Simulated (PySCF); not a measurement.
Compound: C7H9O (doublet state).
Z-matrix (Å and degrees, GFN2-xTB geometry), rows numbered from 1:
```
C 
C   1  1.4933
C   2  1.3584  1  123.08
C   3  1.4021  2  122.27  1  -179.92
C   4  1.4007  3  120.06  2     0.03
C   5  1.3601  4  120.77  3    -0.04
O   6  1.3669  5  119.80  4   179.96
C   6  1.4952  5  122.61  4    -0.07
H   1  1.0918  2  110.69  3   120.60
H   1  1.0867  2  111.02  3     0.01
H   1  1.0918  2  110.69  3  -120.63
H   3  1.0811  2  119.12  1     0.01
H   4  1.0771  3  120.15  2  -179.99
H   5  1.0787  4  120.43  3   179.94
H   7  0.9641  6  110.06  5   179.97
H   8  1.1048  2  109.40  1    57.30
H   8  1.1049  2  109.35  1   -57.66
```

The hyperfine couplings belong to this conformer and change with its torsions.

The species is `C[C]1C=CC=C(O)C1` [radical].

Theory: PySCF 2.14.0, UKS B3LYP, pcH-1 on C H O, non-relativistic, mean-field spin-orbit, GIAO. One conformer (not necessarily the lowest) at the GFN2-xTB geometry, without solvent, vibrations or thermal averaging. A GFN2-xTB geometry isn't a minimum of the functional, and hyperfine couplings can be far from their values at a DFT geometry. Stability of the SCF solution: not tested. ⟨S²⟩ is 0.782 where a pure state has 0.75.

Computed for the main isotopes (class means, splittings of 0.05 mT or more): g = 2.0029; H16/H17 1H +128.3 MHz (4.58 mT); H13 1H -35.1 MHz (1.25 mT); H9/H10/H11 1H +25.2 MHz (0.90 mT); H12 1H +9.3 MHz (0.33 mT); H14 1H +8.3 MHz (0.30 mT); H15 1H -4.8 MHz (0.17 mT); 192 first-order lines, 13.91 mT wide.

(1) What changes when 1H at H12 is replaced by 2H?

(2) Where do the 13C satellites of C4 appear, and how strong are they?

(3) Give position and intensity of the satellites from 13C at C2.

(4) Where do the 13C satellites of C6 appear, and how strong are they?

Results:

(1) At a fixed geometry a is proportional to g_N: 0.85744/5.58569 = 0.1535, so a goes from +9.3 to +1.4 MHz (0.051 mT). The spin goes from 1/2 to 1, so the 1:1 doublet becomes a 1:1:1 triplet. The spectrum then has 288 first-order lines over 13.68 mT.

(2) a = +46.0 MHz, or 1.64 mT in magnitude, and I = 1/2, so to first order each main line has two satellites, at ±0.82 mT. The isotope's abundance is about 1.07 %, shared among 2 lines, so each has 0.54 % of the main line's intensity.

(3) a = +38.7 MHz, or 1.38 mT in magnitude, and I = 1/2, so to first order each main line has two satellites, at ±0.69 mT. The isotope's abundance is about 1.07 %, shared among 2 lines, so each has 0.54 % of the main line's intensity.

(4) a = +36.2 MHz, or 1.29 mT in magnitude, and I = 1/2, so to first order each main line has two satellites, at ±0.65 mT. The isotope's abundance is about 1.07 %, shared among 2 lines, so each has 0.54 % of the main line's intensity.

Nuclei that the bonding pattern makes equivalent are averaged, as if the motion that swaps them (rotation, inversion, ring flip) were fast. The three 1H nuclei of mean +25.2 MHz run from 1.1 to 37.3 MHz in the frozen geometry.

On Arm Neoverse N1, one thread, shared host with 64 logical CPUs at a one-minute load of 43, this took 2.0 min of wall time (with the writing of density and orbital grids) and 0.96 GiB of memory at its peak.

The SMILES draws the unpaired electron on C2; the largest computed Mulliken spin population is on C4 (0.54 against 0.41).
